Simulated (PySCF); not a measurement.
Cl4Te (SMILES Cl[Te](Cl)(Cl)Cl), singlet, at a GFN2-xTB geometry (core potentials on Te). Base run: DF-B3LYP/def2-SV(P) run with PySCF.

Here is a job for PySCF.
```python
from pyscf import gto, scf, dft

mol = gto.Mole()
mol.atom = '''
    Te   -0.00534842    0.01223355    0.48327654
    Cl    1.16596908   -1.49075955   -0.82644836
    Cl    1.90421897    1.50336856    0.12041395
    Cl   -1.14657041    1.44638856   -0.92639152
    Cl   -1.90725777   -1.49641785    0.15416827
'''
mol.basis = 'def2-sv(p)'
mol.ecp = {'Te': 'def2-sv(p)'}
mol.verbose = 4
mol.build()

mf = dft.RKS(mol)
mf.xc = 'b3lyp'
mf = mf.density_fit(auxbasis='def2-universal-jkfit')
mf.kernel()
```

The base run was repeated with changes; each row names its change, and settings that it needs were set with it.

```csv
change,ΔE vs base (mEh),grid points,electrons on the grid
base,0.000,97480,92.00000
"grids.atom_grid = (75, 302)",-0.013,67712,92.00005
grids.prune = dft.gen_grid.treutler_prune,-0.002,95768,92.00000
grids.becke_scheme = stratmann,-0.004,97480,92.00000
grids.level = 1,-0.074,33296,92.00014
grids.level = 0,180.5,9328,91.97213
grids.level = 2,-0.012,61032,92.00005
"grids.atom_grid = (150, 974)",-0.004,366456,92.00000
grids.radi_method = delley,0.000,99056,92.00000
small_rho_cutoff = 0,0.000,97480,92.00000
"grids.atom_grid = (99, 590)",-0.005,148136,92.00000
```
